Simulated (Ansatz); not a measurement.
[closo-2-(F)B9H8]2- (B9H8F²⁻). Charge -2, multiplicity 1. Geometry r2SCAN-D4/def2-SVPD, basis def2-TZVPD, Ansatz.

```xyz
18

B    -0.4389   -1.2094   -0.6864
B     0.1620    1.3612   -0.3928
B    -0.3999    0.2517   -1.5772
B    -0.4896    1.0540    1.1663
B     1.0853   -0.2937   -0.9208
B     0.8751   -1.3435    0.4215
B    -0.5003   -0.6573    1.2017
B    -1.3774    0.4543   -0.1778
B     1.0227    0.2674    0.9971
F     0.5578    2.6772   -0.7646
H    -0.9269   -2.2165   -1.1756
H    -0.6814    0.4874   -2.7363
H    -0.8356    1.8717    1.9969
H     2.0715   -0.3961   -1.6327
H     1.5168   -2.3312    0.7313
H    -1.0343   -1.2511    2.1258
H    -2.5694    0.6922   -0.2865
H     1.9625    0.5817    1.7099
```

```json
{"run": "A", "HOMO (eV)": "3.35", "LUMO (eV)": "5.63"}
{"run": "B", "HOMO (eV)": "3.59", "LUMO (eV)": "5.64"}
{"run": "C", "HOMO (eV)": "1.89", "LUMO (eV)": "6.24"}
{"run": "D", "HOMO (eV)": "3.51", "LUMO (eV)": "6.21"}
{"run": "E", "HOMO (eV)": "3.15", "LUMO (eV)": "6.27"}
{"run": "F", "HOMO (eV)": "2.67", "LUMO (eV)": "6.00"}
```

A multiply charged anion in the gas phase is held together partly by the finite basis.

Problem. The runs used B97M-V, BHLYP, PBE, PBE0, r2SCAN, r2SCANh. Estimate which is which.

Solution. A B97M-V (0 % exact exchange); B PBE (0 % exact exchange); C BHLYP (50 % exact exchange); D r2SCAN (0 % exact exchange); E r2SCANh (10 % exact exchange); F PBE0 (25 % exact exchange). Exact exchange lowers occupied and raises empty levels; among semilocal functionals meta-GGAs tend to open the gap a little, and such runs are hard to tell apart. The gap grows from 2.05 eV (PBE) to 4.36 eV (BHLYP). At B97M-V/def2-TZVPD, PBE-D4/def2-TZVPD, BHLYP-D4/def2-TZVPD, r2SCAN-D4/def2-TZVPD and others the highest occupied level of the charge -2 singlet lies above zero (up to 3.59 eV). The electron is either unbound and held by the finite basis, or the level is raised by self-interaction error.
